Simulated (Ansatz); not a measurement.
Species: sum formula BOCl, net charge -1, doublet state. 
Coordinates optimised at B3LYP-D3(BJ)/def2-TZVP (Ansatz, a quantum-chemistry and plane-wave program):
```xyz
3

B      0.9583    -0.1417     0.0212
O      1.4290    -0.3671    -1.1061
Cl    -0.9543     0.2144     0.5143
```
Charge -1, spin multiplicity 2.

Parts of the frozen-core correlation energy in aug-cc-pV(D+d)Z (Ansatz, hartree). Frozen orbitals: 7; correlated occupied orbitals by spin: 9 and 8; virtual: 62 and 63. UHF or UKS for open shells. No spin-orbit coupling. Non-relativistic.

```json
[
 {"term": "reference (HF)", "value": "-559.13891"},
 {"term": "MP2 opposite-spin", "value": "-0.30847"},
 {"term": "MP2 same-spin", "value": "-0.11984"},
 {"term": "CCSD correlation", "value": "-0.44351"},
 {"term": "(T)", "value": "-0.01698"},
 {"term": "T1 diagnostic", "value": "0.024"},
 {"term": "largest doubles amplitude", "value": "0.033"},
 {"term": "<S^2> of the reference", "value": "0.765"}
]
```
